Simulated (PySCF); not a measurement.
Can point charges reproduce the dipole moment of `FB(F)C1CC1`?

Coordinates (PBE0-D3(BJ)/def2-SVP, Å) and charges (e) from the PBE0/pcSseg-1 density (PySCF):

```tsv
atom	x	y	z	Mulliken	IAO	Hirshfeld	ESP-fitted
F1	2.774	-0.270	-0.318	-0.2881	-0.3144	-0.1444	-0.3059
B2	1.598	0.147	0.119	+0.7901	+0.7266	+0.3086	+0.7028
F3	1.623	1.069	1.072	-0.3028	-0.3245	-0.1380	-0.2625
C4	0.260	-0.384	-0.422	-0.4900	-0.3370	-0.1287	-0.3505
C5	-0.924	0.568	-0.443	-0.2147	-0.2602	-0.0771	-0.2887
C6	-0.894	-0.521	0.559	-0.2168	-0.2596	-0.0764	-0.2906
H7	0.303	-1.125	-1.225	+0.1472	+0.1606	+0.0494	+0.1642
H8	-1.612	0.481	-1.287	+0.1428	+0.1529	+0.0535	+0.1658
H9	-0.755	1.592	-0.100	+0.1448	+0.1515	+0.0493	+0.1494
H10	-0.704	-0.260	1.604	+0.1446	+0.1511	+0.0497	+0.1524
H11	-1.559	-1.377	0.420	+0.1430	+0.1531	+0.0537	+0.1637
```

Question: Form Σ q r in debye for every column and set it beside the full dipole.

Answer: The full density gives (-1.93, -0.54, -0.53) D, 2.07 D in size; dipole vectors point from the negative to the positive end.

| scheme | μx | μy | μz | size (D) | share of the full size (%) | angle to the full dipole (°) |
| --- | --- | --- | --- | --- | --- | --- |
| Mulliken | -1.84 | -0.25 | -0.22 | 1.87 | 90 | 11 |
| IAO | -2.45 | -0.74 | -0.73 | 2.66 | 129 | 2 |
| Hirshfeld | -1.21 | -0.27 | -0.25 | 1.27 | 61 | 5 |
| ESP-fitted | -1.96 | -0.50 | -0.50 | 2.09 | 101 | 2 |

Question: Which set comes closest?

Answer: Length of the difference vector: ESP-fitted 0.06 D, Mulliken 0.44 D, IAO 0.59 D, Hirshfeld 0.81 D. Closest: ESP-fitted. 

Question: What is left for the Hirshfeld atoms' own dipoles?

Answer: The Hirshfeld atoms' densities add up to the full density, so μ = Σ q r + Σ (atomic dipoles). The atomic dipoles sum to (-1.93, -0.54, -0.53) − (-1.21, -0.27, -0.25) = (-0.72, -0.27, -0.28) D, 0.81 D in size.

Question: With the origin at the mean of the coordinates, (0.010, -0.007, -0.002) Å, which are the largest single terms, by size, of the ESP-fitted dipole along the direction of the full one?

Answer: B2 -5.23, F1 +3.56, F3 +2.59, H8 +1.36, H11 +1.34 D; all 11 atoms together +2.09 D. The single terms depend on the origin, their sum doesn't.

Question: Give the size of the full dipole in other units.

Answer: 2.07 D = 0.814 au = 0.431 e·Å = 6.90 × 10⁻³⁰ C·m.

Isolated species at its PBE0-D3(BJ)/def2-SVP geometry (one conformer only).

The run behind these numbers computed NMR shieldings as well. The run took 13 s (with the writing of density and orbital grids) on Arm Neoverse V1, one thread (shared host), and the process peaked at 0.65 GiB of memory.

The values belong to the conformer `[F:1][B:2]([F:3])[CH:4]1[CH2:5][CH2:6]1`: F1–B2–C4–C5 -148°.
